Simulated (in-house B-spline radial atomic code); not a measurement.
Configurations of the cadmium ion Cd⁶⁺, with energies counted from [Kr] 4d6. Level of theory: non-relativistic B97-1, spin-polarised, spherical fractional occupations, point nucleus; calculated with a B-spline radial code for spherical atoms. Shells without spins written out take the highest spin.

Caution: exact exchange at fractional occupations of open shells leaves self-interaction of up to several eV.

Occupations are held fixed; configurations that lie above the ionisation limit could autoionise.

| configuration | E - E(ref) (eV) | highest orbital | its <r> (bohr) |
| --- | --- | --- | --- |
| [Kr] 4d(3 up, 3 down) | 7.4369 | 4d up | 1.075 |
| [Kr] 4d5 4f1 | 52.156 | 4f up | 1.605 |
| [Ar] 3d10 4s2 4p5 4d6 5s1 | 89.517 | 5s up | 1.917 |
| [Ar] 3d10 4s2 4p5 4d6 5f1 | 133.6 | 5f up | 3.431 |
| [Ar] 3d9 4s2 4p6 4d6 4f1 | 472.85 | 4f up | 1.538 |
| [Ar] 3d9 4s2 4p6 4d6 5f1 | 493.79 | 5f up | 3.387 |
| [Ar] 3d(4 up, 5 down) 4s2 4p6 4d(4 up, 2 down) 5f(0 up, 1 down) | 501.33 | 5f down | 3.406 |

(1) Order these further configurations by energy, lowest first.
A. [Ar] 3d9 4s2 4p6 4d6 5d1
B. [Kr] 4d(5 up, 0 down) 5p(0 up, 1 down)
C. [Kr] 4d5 5p1
D. [Ar] 3d10 4s2 4p(2 up, 3 down) 4d(1 up, 5 down) 4f(0 up, 1 down)
E. [Ar] 3d(5 up, 4 down) 4s2 4p6 4d(1 up, 5 down) 5p(1 up, 0 down)

(2) How far above the reference does [Kr] 4d5 5d1 lie?

(3) How far above the reference does [Ar] 3d9 4s2 4p6 4d6 5p1 lie?

(4) How far above the reference does [Ar] 3d10 4s2 4p5 4d7 lie?

## Answers

(1) C (39.764 eV), B (40.666 eV), D (112.84 eV), E (463.07 eV), A (477.3 eV).

(2) 56.214 eV; its least bound orbital is 5d up with <r> = 2.544 bohr.

(3) 460.74 eV; its least bound orbital is 5p up with <r> = 2.078 bohr.

(4) 59.735 eV; its least bound orbital is 4d down with <r> = 1.082 bohr.
